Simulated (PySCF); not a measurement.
**Löwdin shares of the frontier orbitals**

C₂H₆B₂F₃N.
Geometry (PBE0-D3(BJ)/def2-SVP, Å), atoms numbered from 1 in this order:
```
atom  x, y, z in Å
B1    -1.2636    1.3081    0.3412
N2    -0.7347    0.0265   -0.0003
B3    -1.3210   -0.7680   -1.0323
C4     0.4310   -0.4729    0.7048
C5     1.7175   -0.0745    0.0113
F6     1.7634   -0.5323   -1.2415
F7     1.8560    1.2521   -0.0464
F8     2.7662   -0.5697    0.6691
H9    -0.7911    1.9077    1.2769
H10   -2.1873    1.7444   -0.2951
H11   -2.2412   -0.3163   -1.6630
H12   -0.8978   -1.8821   -1.2264
H13    0.4765   -0.0718    1.7268
H14    0.4210   -1.5704    0.7600
```

Theory: TDDFT wB97X-D/def2-SVPD, vertical, gas phase, core orbitals frozen in the response (PySCF 2.14.0, density-fitted response routines).

Frontier orbitals with the atoms that hold most of them (Löwdin shares over 4%, at most four atoms; ? is withheld):

| orbital | ε (eV) | atoms |
| --- | --- | --- |
| LUMO+2 | 2.09 | B1 32%, B3 31%, C5 5%, F7 4% |
| LUMO+1 | 1.56 | B1 23%, B3 23%, N2 15%, H10 6% |
| LUMO | ? | ? |
| HOMO | -11.24 | B3 24%, B1 23%, H12 13%, H9 13% |
| HOMO-1 | -11.30 | ? |
| HOMO-2 | -11.85 | B1 19%, B3 19%, N2 12%, H10 12% |
| HOMO-3 | -12.79 | N2 21%, B3 16%, B1 16%, C4 12% |

Q: Which atoms hold the HOMO-1, and with what shares?

A: N2 (bonded to 2 B and C) 48%; C4 (bonded to C, N and 2 H) 12%; B1 (bonded to N and 2 H) 10%; B3 (bonded to N and 2 H) 10%. By element: nitrogen 48%, boron 20%, carbon 12% or more.

Q: Give the leading atoms of the LUMO.

A: B3 (bonded to N and 2 H) 31%; B1 (bonded to N and 2 H) 31%; N2 (bonded to 2 B and C) 15%; H9 (bonded to B) 5%. By element: boron 62%, nitrogen 15%, hydrogen 5% or more.

Q: What is the LUMO energy, and the HOMO–LUMO gap?

A: ε(LUMO) = 0.36 eV; the gap is 11.60 eV (0.4263 hartree).

Q: How does S1 compare with the orbital gap of 11.60 eV?

A: S1 is at 6.29 eV (f = 0.0007), 5.31 eV below the gap, made of HOMO→LUMO (92%). 

Q: Give energy, strength and leading configuration of S1, S2, S3, S6 and S7, and follow the Löwdin shares of the leading atoms from the occupied to the empty orbital.

A: 
- S1 (6.29 eV, f 0.0007), HOMO→LUMO (92%): B3 24% → 31%, B1 23% → 31%
- S2 (6.73 eV, f 0.0078), HOMO-2→LUMO (71%): B1 19% → 31%, B3 19% → 31%
- S3 (7.02 eV, f 0.174), HOMO-1→LUMO (88%): N2 48% → 15%, C4 12% → at most 6%, B3 10% → 31%, B1 10% → 31%
- S6 (8.51 eV, f 0.136), HOMO-1→LUMO+1 (91%): N2 48% → 15%, C4 12% → at most 7%, B1 10% → 23%, B3 10% → 23%
- S7 (8.78 eV, f 0.0035), HOMO-2→LUMO+1 (80%): B1 19% → 23%, B3 19% → 23%

On one thread of an Arm Neoverse N1, shared host with 64 logical CPUs at a one-minute load of 55, this took 7.1 min and 0.99 GiB of memory at its peak.

One conformer stands for the species.
